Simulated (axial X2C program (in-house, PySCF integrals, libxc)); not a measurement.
**Nuclear properties of BrAsBr⁺**

Calculated with an in-house all-electron X2C program for linear molecules (integrals from PySCF): two-component X2C with atomic mean-field Coulomb and Gaunt terms, Gaussian nuclei, basis Br dyall-av3z, As dyall-v3z with contracted cores.

Br–As–Br held linear, with bonds 2.329 and 2.329 Å (near the PBE0 minimum at charge 1 of the determinant lowest at the starting distance; the state shown can have its own minimum elsewhere, held linear; other orders of the atoms were not compared).

Input and command:
```json
{"zs": [35, 33, 35], "q": 1, "bas": ["dyall-av3z", "dyall-v3z", "dyall-av3z"], "r0": [2.35, 2.35], "symm": 1, "scan": ["PBE0", "HF", "r2SCAN"], "levels": ["PBE0", "HF", "PBE"], "nst": 2}
```
```bash
python solin.py task.json out
```

Keys: zs atomic numbers; q charge; bas basis sets; r0 starting distance in Å; symm equal bonds; scan levels of the two-bond scan; levels methods; nst determinants followed.

Determinant lowest in the PBE0 search, Ω = 0 (closed shell), highest spinor 71% Br p, 14% As d, 8% As s:

```tsv
level	qzz Br (a.u.)	qzz As (a.u.)
PBE0	-1.05	-2.59
HF	-0.80	-3.23
PBE	-1.18	-2.31
```

qzz is the electric field gradient, eQq0 = 234.96 MHz × Q/barn × qzz. The operators were transformed with the bare-nucleus X2C matrices; with these basis sets, hyperfine constants and field gradients can be off by tens of per cent, and where levels differ in sign neither size nor sign is settled.

With Q(79Br) = 0.3087 barn, Q(75As) = 0.311 barn (Q from Pyykkö, Mol. Phys. 2018), turn the PBE0 values of the first state into constants in MHz.

eQq0(79Br) = 234.96 × (0.3087) × (-1.05) = -76.2 MHz; eQq0(75As) = 234.96 × (0.311) × (-2.59) = -189 MHz.

The molecule was held linear; bending was not examined, so a bent shape may lie lower.

Each state is one determinant with collinear spin. At HF a later determinant lies lower. The search compared states at one distance, so a state with another bond length can lie lower. Further determinants of the search, some of them spin-mixed, are not shown.
